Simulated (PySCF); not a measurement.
## Ar²⁺ (argon, charge +2): PBE0 calculation

Configuration: [Ne] 3s2 3p4, high-spin 3P determinant. Calculation: PySCF 2.14, in aug-cc-pV(Q+d)Z with one added diffuse shell each of s, p, d, f, g type (8s7p6d4f3g, 114 functions); no relativity, point nucleus.

```
Total energy                                                  : -525.7930 hartree
One-electron energy                                           : -709.6175 hartree
Hartree (Coulomb) energy                                      : 213.7486 hartree
Exchange-correlation energy                                   : -29.9241 hartree
Kinetic energy                                                : 524.70830 hartree
⟨S²⟩                                                          : 2.0041
⟨L²⟩                                                          : 2.017
Sum of ⟨r⟩                                                    : 11.79 bohr
Sum of ⟨r²⟩                                                   : 15.60 bohr²
Traceless quadrupole moment −½Σ⟨3z² − r²⟩ along its main axis : -0.942 e·bohr²
Density at the nucleus (Gaussians lack the cusp)              : 3800 bohr⁻³
Spin density at the nucleus                                   : 0.0965 bohr⁻³
Langevin diamagnetic susceptibility                           : -12.4 ×10⁻⁶ cm³/mol
```

| shell | electrons | mean orbital energy (hartree) | spread (hartree) | rms radius, mean of both spins (bohr) |
| --- | --- | --- | --- | --- |
| 1s α | 1 | -116.44821 | 0 | 0.0998 |
| 1s β | 1 | -116.42840 | 0 | 0.0998 |
| 2s α | 1 | -12.32874 | 0 | 0.451 |
| 2s β | 1 | -12.30979 | 0 | 0.451 |
| 2p α | 3 | -9.85930 | 0.03284 | 0.419 |
| 2p β | 3 | -9.82967 | 0.00435 | 0.419 |
| 3s α | 1 | -2.01203 | 0 | 1.43 |
| 3s β | 1 | -1.86225 | 0 | 1.43 |
| 3p α | 3 | -1.41494 | 0.07510 | 1.58 |
| 3p β | 1 | -1.32394 | 0 | 1.58 |
